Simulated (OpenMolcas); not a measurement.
A calculation on Al+.

* Program: OpenMolcas
* Method: RASSCF
* Basis: ANO-RCC-VQZP [6s5p3d2f1g]
* Scalar Hamiltonian: DKH2, point nucleus
* Active space: 2 electrons in 9 orbitals (RAS2 3s 3p; RAS3 3d, at most 2 electrons)
* State averaging: 2S+1 = 3 even, 3 roots; 2S+1 = 1 even, 6 roots; 2S+1 = 3 odd, 3 roots; 2S+1 = 1 odd, 3 roots
* Spin-orbit coupling: RASSI with atomic mean-field integrals over the reference wave functions, term energies averaged over their components

Question: Which level of the active space comes out lowest?

Answer: 3s² ¹S₀, with 100 % of that term; it is also the measured ground level.

Question: How high does 3s 3p ¹P°₁ lie?

Answer: 60264 cm⁻¹ above the lowest level; measured 59852 cm⁻¹ above the ground level, so the calculation is off by +1 %.

Question: How high does 3p² ¹D₂ lie?

Answer: 84068 cm⁻¹ above the lowest level; measured 85481 cm⁻¹ above the ground level, so the calculation is off by -2 %.

Question: How high does 3s 3p ³P°₂ lie?

Answer: 35505 cm⁻¹ above the lowest level; measured 37578 cm⁻¹ above the ground level, so the calculation is off by -6 %.

Measured values: NIST Handbook of Basic Atomic Spectroscopic Data.

Without dynamic correlation excited terms often stand tens of per cent too high (terms of higher spin than the ground term too low), and those without a measured partner can miss by more than the paired ones. Configurations are named by rounded mean occupations; where the s occupation lies near a half they are strongly mixed, a name can repeat and a true partner stay unpaired. Some terms take much of their weight from 3d, a shell meant for correlation, so their names are nominal. Some terms mix strongly with configurations of 3d, whose occupation reaches 0.36 (3p² ¹D). Computed and measured levels are paired by configuration, term and J; levels that our copy of the source lacks, or whose pairing is in doubt (as where it misses far off the trend of its configuration), stay unpaired and out of the deviations. Levels of configurations outside the active space are missing.

° marks odd parity.
